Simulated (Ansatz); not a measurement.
The same ligand exchange along the group C, Si, Ge.

Gas-phase electronic energies from Ansatz, PBE0-D4/def2-TZVP geometries. CBS: MP2 limit from def2 TZ/QZ plus the TZ coupled-cluster correction, frozen cores. This one scheme is used for every species. DFT in def2-TZVPP. B3LYP here is the variant with VWN-RPA as its local correlation; programs differ in this. For Br, Ge outer-core shells are correlated without core-valence functions, which leaves a few kJ/mol of doubt a bond. Scalar relativity is left out up to krypton.

```
                                        reaction  B3LYP-D4 (eV)
                    `BCCl` + HBr → `ClCBr` + BH₃           0.76
          `B[SiH2]Cl` + HBr → `Cl[SiH2]Br` + BH₃          -1.11
`[BH2][GeH2][Cl]` + HBr → `[Cl][GeH2][Br]` + BH₃          -0.89
```

Question: Give the CCSD(T)/CBS values in the same order. (Estimate.)

Answer: Ansatz gave: 0.76, -1.15, -0.84 eV.

Largest T1 diagnostic: 0.011, for `[BH2][GeH2][Cl]`.
